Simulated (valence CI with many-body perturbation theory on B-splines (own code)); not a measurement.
## Hyperfine factors and g values of Os LXX

Calculated by configuration interaction combined with many-body perturbation theory (CI+MBPT): five valence electrons over a frozen Dirac-Fock core [He], radial functions for each j: 9 s, 9 p, 8 d, 6 f, 3 g, 1 h, with the one-electron correlation potential Σ1 (screened to all orders), the two-electron term Σ2, the three-electron term Σ3, Breit, model QED; selected single and double excitations, second order for the rest (own B-spline code, finite nucleus).

No measured spectrum was set against this ion. As an estimate, large intervals hold to a few tenths of a per cent, small ones and those within an open d or f shell to about a per cent. Among the levels kept, up to 1200 cm⁻¹ of a level comes from second order outside the variational space, and about a tenth of that is noise between levels of different J, which matters for small intervals.

A/g_I is the dipole constant over the nuclear g factor μ/I (μ in nuclear magnetons, uniformly magnetised nucleus), B/Q the quadrupole constant per barn. Both hold the static response of the core; the bare values leave it out. Large factors of s and p1/2 electrons are usually good to 5 to 10 %; those of open d and f shells near neutrality can be off by tens of per cent, and small factors of p3/2, d and f electrons come from cancelling terms and can be off by a factor of two or in sign, in half-filled shells by more. B is blank for J = 1/2, where it vanishes, and for nearly pure S terms. Energies count from the lowest level.

Levels are named by their leading jj configuration (3d3/2^4 stands for four electrons in 3d with j = 3/2), which in mixed levels can hold well under half, so a name can repeat and another be missing. Letters in brackets count levels of one name in rising energy.

```tsv
Level	E (× 10³ cm⁻¹)	g	A/g_I (MHz)	A/g_I bare	B/Q (MHz/b)	B/Q bare
(2s^2 2p1/2^2 2p3/2) J=3/2	0.00	1.309	894000	914000	1760000	1760000
(2s^2 2p1/2 2p3/2^2) J=3/2	12683	1.432	-611000	-582000	86400	86500
(2s^2 2p1/2 2p3/2^2) J=5/2	12869	1.159	2430000	2440000	-4860	-4870
(2s^2 2p1/2 2p3/2^2) J=1/2	13315	0.612	8520000	8490000		
(2s 2p1/2^2 2p3/2^2) J=5/2	15599	1.439	5850000	5820000	203000	203000
(2s 2p1/2^2 2p3/2^2) J=1/2	16489	1.987	2.57e+07	2.54e+07		
(2s 2p1/2^2 2p3/2^2) J=3/2	16499	1.167	-4070000	-3980000	-173000	-173000
(2s^2 2p3/2^3) J=3/2	26027	1.284	922000	940000	-1850000	-1850000
(2s 2p1/2 2p3/2^3) J=3/2 [a]	28516	1.585	5930000	5890000	-1400000	-1410000
(2s 2p1/2 2p3/2^3) J=5/2	28853	1.279	7420000	7370000	-2010000	-2010000
(2s 2p1/2 2p3/2^3) J=1/2	29406	1.340	-9890000	-9740000		
(2s 2p1/2 2p3/2^3) J=3/2 [b]	29469	1.002	171000	216000	-586000	-587000
(2p1/2^2 2p3/2^3) J=3/2	32686	1.296	865000	903000	-1790000	-1790000
(2s 2p3/2^4) J=1/2	42245	1.882	2.59e+07	2.56e+07		
(2p1/2 2p3/2^4) J=1/2	45621	0.612	8550000	8500000		
(2s^2 2p1/2^2 3s) J=1/2	74964	1.988	7420000	7360000		
(2s^2 2p1/2^2 3p1/2) J=1/2	75850	0.643	2520000	2510000		
(2s^2 2p1/2^2 3p3/2) J=3/2	79720	1.319	264000	271000	532000	532000
(2s^2 2p1/2^2 3d3/2) J=3/2	80473	0.781	154000	154000	93600	94300
(2s^2 2p1/2^2 3d5/2) J=5/2	81535	1.186	54800	54900	92300	93100
(2s^2 2p1/2 2p3/2 3s) J=3/2 [a]	87785	1.650	1530000	1530000	1140000	1140000
(2s^2 2p1/2 2p3/2 3s) J=1/2	87871	1.291	-3810000	-3740000		
(2s^2 2p1/2 2p3/2 3s) J=5/2	87943	1.302	3750000	3740000	1720000	1720000
(2s^2 2p1/2 2p3/2 3s) J=3/2 [b]	88001	0.948	2200000	2220000	1010000	1010000
(2s^2 2p1/2 2p3/2 3p1/2) J=1/2	88659	1.728	-2170000	-2130000		
(2s^2 2p1/2 2p3/2 3p1/2) J=3/2 [a]	88709	1.122	1700000	1700000	357000	358000
(2s^2 2p1/2 2p3/2 3p1/2) J=5/2	88816	1.038	2780000	2780000	1710000	1710000
(2s^2 2p1/2 2p3/2 3p1/2) J=3/2 [b]	89174	1.299	1380000	1400000	1750000	1750000
(2s 2p1/2^2 2p3/2 3s) J=5/2	90352	1.584	7140000	7090000	1770000	1770000
(2s 2p1/2^2 2p3/2 3s) J=3/2 [a]	90597	1.419	8010000	7960000	966000	967000
(2s 2p1/2^2 2p3/2 3s) J=1/2	91156	0.826	-9440000	-9290000		
(2s 2p1/2^2 2p3/2 3s) J=3/2 [b]	91236	1.367	-2080000	-2020000	1290000	1290000
(2s 2p1/2^2 2p3/2 3p1/2) J=3/2 [a]	91319	1.653	8070000	8020000	1220000	1220000
(2s 2p1/2^2 2p3/2 3p1/2) J=5/2	91325	1.322	6180000	6150000	1730000	1740000
(2s 2p1/2^2 2p3/2 3p1/2) J=1/2	92048	1.255	-7890000	-7750000		
(2s 2p1/2^2 2p3/2 3p1/2) J=3/2 [b]	92059	0.958	-2750000	-2690000	1010000	1010000
(2s^2 2p1/2 2p3/2 3p3/2) J=5/2 [a]	92457	1.404	-467000	-448000	1860000	1870000
(2s^2 2p1/2 2p3/2 3p3/2) J=1/2 [a]	92493	1.547	-2160000	-2130000		
(2s^2 2p1/2 2p3/2 3p3/2) J=3/2 [a]	92532	1.122	2720000	2720000	-1130000	-1130000
(2s^2 2p1/2 2p3/2 3p3/2) J=7/2	92585	1.212	1730000	1740000	2270000	2280000
```

Task: Take the isotope of mass number 187, with I = 1/2, μ = 0.06442 μN. What is the hyperfine structure of (2s 2p1/2^2 2p3/2^2) J=3/2?

Result: From the table A = -525000 MHz. Shifts from the centre of gravity in MHz: F = 1: 656000, F = 2: -394000.
